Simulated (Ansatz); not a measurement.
Input for Ansatz (a first-principles code): R-CCSD(T)/def2-SVP on FH3Sn (SMILES [F][SnH3]), a point of a bond scan (R = 1.941 Å). Elements past Kr take the def2 small-core potentials; no spin–orbit coupling. The run froze 10 orbitals, filled d shells among them.

Ansatz 0.2 input:
```yaml
crystal:
  periodic: [false, false, false]
  atoms:
    - {symbol: Sn, position_ang: [-0.23519491, -0.07216408, -0.08673068]}
    - {symbol: F, position_ang: [1.51443832, 0.46467012, 0.55846556]}
    - {symbol: H, position_ang: [0.08984727, -1.18217036, -1.33958590]}
    - {symbol: H, position_ang: [-0.96056705, 1.37602894, -0.61963295]}
    - {symbol: H, position_ang: [-0.99947951, -0.76768566, 1.26956257]}
basis:
  gaussian:
    orbitals: def2-SVP
    pivot_positions_ang: [[-0.23519491, -0.07216408, -0.08673068], [1.51443832, 0.46467012, 0.55846556], [0.08984727, -1.18217036, -1.33958590], [-0.96056705, 1.37602894, -0.61963295], [-0.99947951, -0.76768566, 1.26956257]]
magnetization: {spin_polarized: false}
correlation: {method: ccsd_t, electrons: outside_noble_gas}
scf: {lower_state_search: off}
output: {orbitals: {seedname: ./end}}
```

Program output:

```
WARN ansatz: RAYON_NUM_THREADS=1 ignored (pool sized by the plan → 1); use --threads N
Functional definition: HF
these checks for a lower state are left out or cut short: stability, starts, cluster_reference, orbital_swaps, neighbouring_geometries, increment
integrals: 0.03 GiB planned
675 factors; integrals over basis functions are off by at most 3.3e-4 eV
mean field: 0.11 GiB planned
mean field evaluation 1: about -8554.5506 eV, gradient 3.0e1 eV
mean field evaluation 2: about -8554.6111 eV, gradient 3.0e1 eV
mean field evaluation 4: about -8556.4448 eV, gradient 1.5e0 eV
mean field evaluation 8: about -8556.4641 eV, gradient 4.9e-5 eV
mean field -8556.46412941 eV, -314.4442569760 hartree, gradient 1.2e-6 eV, S^2 0.000000; 0 other end points of the search recorded, 0 dependent functions left out
10 core orbitals not correlated, not the lowest: weight in the atoms' cores, before any rotation towards them, 0.834 or more for the frozen orbitals, at most 0.163 for the correlated occupied ones
reference -8556.46412941 eV, -314.4442569760 hartree; 7, 7 occupied and 38, 38 virtual orbitals, 675 factors
second order -7.69289123 eV of doubles, -0.00000000 eV of singles
coupled cluster: 0.09 GiB planned
cycle   1  -7.98727870 eV  change   -2.9e-1 eV  update   8.0e-2
cycle   2  -8.22693110 eV  change   -2.4e-1 eV  update   2.6e-2
cycle   3  -8.30863914 eV  change   -8.2e-2 eV  update   1.5e-2
cycle   4  -8.30473937 eV  change    3.9e-3 eV  update   2.7e-3
cycle   5  -8.30341111 eV  change    1.3e-3 eV  update   1.1e-3
cycle   6  -8.30366478 eV  change   -2.5e-4 eV  update   3.1e-4
cycle   7  -8.30357796 eV  change    8.7e-5 eV  update   1.1e-4
cycle   8  -8.30352618 eV  change    5.2e-5 eV  update   3.4e-5
cycle   9  -8.30353413 eV  change   -7.9e-6 eV  update   1.2e-5
perturbative correction -0.12294311 eV, -0.0045180758 hartree
Total energy: -8564.89060664 eV, -314.7539243027 hartree
Checks for a lower state left out: stability, starts, cluster_reference, orbital_swaps, neighbouring_geometries, increment
```

The run converged.

Cost: roughly 1.7 core-seconds.
